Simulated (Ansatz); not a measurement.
`O[BH][SbH2]` + HCl → `Cl[BH][SbH2]` + H₂O at 500 K and 1 bar (ligand exchange at a B–O bond).

Computed with Ansatz on PBE0-D4/def2-TZVP structures; ΔE is electronic, products minus reactants. CBS: MP2 limit from def2 TZ/QZ plus the TZ coupled-cluster correction, frozen cores. This one scheme is used for every species. Elements past krypton have def2 core potentials. For Sb outer-core shells are correlated without core-valence functions, which leaves a few kJ/mol of doubt a bond. One conformer a species, not always the lowest.

| species | CCSD(T)/CBS energy (Eh) | H − E (kJ/mol) | S (J/(mol·K)) |
| --- | --- | --- | --- |
| `O[BH][SbH2]` | -342.41037 | 141.7 | 355.3 |
| HCl | -460.38127 | 32.5 | 201.9 |
| `Cl[BH][SbH2]` | -726.39723 | 103.8 | 360.8 |
| H₂O | -76.37941 | 73.2 | 206.3 |

H − E and S are ideal-gas, rigid-rotor, harmonic terms from PBE0-D4/def2-TZVP, for one conformer and one mirror image of each species. 1 Eh = 2625.50 kJ/mol, R = 8.31446 J/(mol·K).

**Question.** By hand: ΔE, ΔH, ΔS and ΔG.

**Answer.** ΔE = (-726.39723) + (-76.37941) − (-342.41037) − (-460.38127) = 0.01500 Eh = 39.4 kJ/mol. Δ(H − E) = 103.8 + 73.2 − 141.7 − 32.5 = 2.8, so ΔH = 42.2 kJ/mol. ΔS = 360.8 + 206.3 − 355.3 − 201.9 = 9.9 J/(mol·K). ΔG = 42.2 − 500 × (9.9)/1000 = 37.2 kJ/mol.

**Question.** By hand: the equilibrium constant, and the temperature at which ΔG would vanish if ΔH and ΔS stayed fixed.

**Answer.** log₁₀ K = −ΔG/(RT ln 10) = -3.9. ΔG = 0 at ΔH/ΔS = 4263 K, far beyond where these terms or the molecules hold.

The number of gas molecules stays the same, so ΔS is small and ΔH decides. A doubt of 5 kJ/mol in ΔE shifts log₁₀ K by 0.5 here. Other conformers and mirror images would add mixing entropy, several J/(mol·K) or more a flexible species. These are equilibria of isolated gas molecules and say nothing of rates. Largest T1 diagnostic: 0.015 (customary marks: 0.02 for closed shells, 0.045 for open ones).
